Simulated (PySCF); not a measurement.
Members of one family of related compounds. Method used: TDDFT CAM-B3LYP/def2-SVPD, vertical, gas phase, core orbitals frozen in the response in PySCF 2.14.0, density-fitted response routines. Geometries: PBE0-D3(BJ)/def2-SVP; one conformer of each isolated species. Triplets are in the Tamm–Dancoff approximation. 'Strongest' means the level of largest summed f among the lowest 10 singlets; it needn't be the same kind of state in each.

Task: Rank by computed HOMO energy, lowest first.
A. `BCBS[SiH3]`
B. `BCBCC`
C. `BCBB(Cl)Cl`
D. `BCBn1cccc1`
E. `BCBC1=CC=CO1`

Result: B (-9.93 eV), C (-9.67 eV), A (-9.31 eV), E (-8.38 eV), D (-7.81 eV).

```
    SMILES  HOMO (eV)  strongest (eV)  f (S1)  f (strongest)  first f ≥ 0.01 (nm)  S1 mainly
     BCBCC      -9.93            7.78   0.003           0.05                  219  H→L (64%)
BCBB(Cl)Cl      -9.67            7.28   0.007           0.07                  227  H→L (86%)
BCBS[SiH3]      -9.31            5.33   0.080           0.08                  233  H→L (48%)
BCBc1ccco1      -8.38            4.66   0.346           0.35                  266  H→L (95%)
BCBn1cccc1      -7.81            5.38   0.004           0.20                  230  H→L (95%)
```

H and L stand for HOMO and LUMO.
